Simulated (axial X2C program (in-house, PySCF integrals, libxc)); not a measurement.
## CaCo: cheaper levels and CCSD(T), two-component

Computed with an axial X2C code built on PySCF integrals. Two-component (2c) means X2C with spin–orbit coupling and atomic mean-field two-electron Coulomb and Gaunt terms. Basis: Co dyall-cv3z [9s10p6d3f2g], Ca dyall-cv3z [11s12p6d4f] (cores contracted in-house); Gaussian nuclei, density fitting, unrestricted open shells. Masses: Co 58.933 u, Ca 39.963 u.

State: Ω = 7/2 (⟨Sz⟩ = 1.50, ⟨Lz⟩ = 2.00 at HF); fragments Co + Ca.

```tsv
level	Re (Å)	ωe (cm⁻¹)
PBE0	2.770	182.9
MP2	2.793	186.4
CCSD	2.865	172.4
BP86	2.680	202.5
```

Correlated methods: 11 electrons correlated (number of frozen shells: Co 3 s, 2 p; Ca 3 s, 2 p), 303 virtual spin orbitals or spinors in MP2, 90 natural virtuals in coupled cluster.

CCSD(T), same Hamiltonian and basis:

Re = 2.810 Å, ωe = 186.7 cm⁻¹; T1 = 0.043 (Lee–Taylor normalisation).

Q: Give the differences from CCSD(T) in the columns below.

A: 

```
level  ΔRe (Å)  Δωe (cm⁻¹)
 PBE0   -0.040        -3.8
  MP2   -0.017        -0.3
 CCSD    0.055       -14.3
 BP86   -0.130        15.8
```

One determinant describes the state; a PBE0 search over occupations chose it and may have missed a lower one. De is not given where an atomic determinant may have missed its ground term or J level, or where the truncated virtual space spoils (T). Density functionals use the spin component along the axis (collinear). Coupled cluster ran in a truncated set of natural virtual spinors; the MP2 energy of the rest was added. (T) has no such correction and the atoms are truncated less, which lowers De at CCSD(T) by a hundredth of an eV or more. Other states lie close and PBE0, whose exact exchange favours high spin, may order them wrongly; the determinant shown need not be the ground state. The nearest other spin-free determinant of the search, M_S = 1/2, Λ = 2, lies 0.13 eV up at the distance of the search. The functionals have no current-density term, which raises determinants with orbital currents, atoms included. With several unpaired electrons one determinant need not be a pure state. A state of lower Ω lies just above, and one determinant can place such states too high, so the state shown need not be the lowest. The search has Ω = 1/2 only 0.11 eV up. The outer-core s and p shells of the metal are frozen in the correlated rows, which leaves out core–valence correlation; for alkali and alkaline-earth bonds that tends to lengthen them. At some level and bond length an empty orbital lies below a filled one. The determinant is spin-polarised beyond a pure state at some levels (its spin-free form has ⟨S²⟩ too high), which makes Re and μ there less reliable. The T1 diagnostic is large, a sign of multireference character.
